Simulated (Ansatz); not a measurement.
Born–Oppenheimer molecular dynamics of CH5NSiTe (9 atoms, charge 0, multiplicity 1). It starts at the highest image of a converged band. Of that band: The profile has 2 maxima (images 2, 5) with wells between them (image 3): this band takes more than one step, which may be the mechanism or a detour left from its start path. Neighbouring images differ by up to 3.2 eV, so the band resolves the path poorly. A vibrational analysis at the climbing image gives one clearly imaginary mode, 2040i cm⁻¹: a first-order saddle point.

These are results of RHF/def2-SVP in Ansatz, not measurements.

| Property | Result |
| --- | --- |
| ensemble | NVE (velocity Verlet) |
| time step | 0.5 fs |
| steps asked | 200 |
| starting velocities drawn for | 100 K |
| seed | 12540 |

First frame:

```xyz
9
Properties=species:S:1:pos:R:3
C 0.571 1.413 -1.103
N 0.241 0.692 -0.130
Si 0.268 -1.071 0.340
Te -2.026 -1.746 1.157
H 0.570 1.035 -2.129
H 0.869 2.451 -0.965
H 0.468 -1.915 -0.876
H 0.881 0.346 0.984
H -1.753 -1.250 2.705
```

Problem. How far do the bonds stretch over the last three quarters of this one trajectory? (Pairs bonded in most of those frames.)

Solution. 
```json
{"bond": "C1–N2", "mean (Å)": "1.247", "spread (Å)": "0.013", "shortest": "1.22", "longest": "1.27"}
{"bond": "C1–H5", "mean (Å)": "1.105", "spread (Å)": "0.016", "shortest": "1.08", "longest": "1.13"}
{"bond": "C1–H6", "mean (Å)": "1.103", "spread (Å)": "0.016", "shortest": "1.07", "longest": "1.13"}
{"bond": "N2–Si3", "mean (Å)": "1.733", "spread (Å)": "0.027", "shortest": "1.69", "longest": "1.77"}
{"bond": "Si3–Te4", "mean (Å)": "2.521", "spread (Å)": "0.044", "shortest": "2.46", "longest": "2.61"}
{"bond": "Si3–H7", "mean (Å)": "1.524", "spread (Å)": "0.063", "shortest": "1.39", "longest": "1.63"}
{"bond": "Si3–H8", "mean (Å)": "1.601", "spread (Å)": "0.216", "shortest": "1.26", "longest": "1.98"}
{"bond": "Te4–H9", "mean (Å)": "1.653", "spread (Å)": "0.009", "shortest": "1.64", "longest": "1.68"}
```

Mean temperature of the second half: 1987 K. The conserved energy stayed within 1 meV per atom of its start (net change -0.34 meV per atom), so the integration is sound. The system heated up, since it started high on the potential surface and ran downhill. A run of 0.1 ps of so small a system gives no equilibrium averages. The orbitals stay closed-shell, which can raise the energy where a bond breaks towards radicals; this wasn't checked here.

Run time: 4.9 min on 2 threads of Arm Neoverse V1 (shared host), peak memory 0.2 GiB.
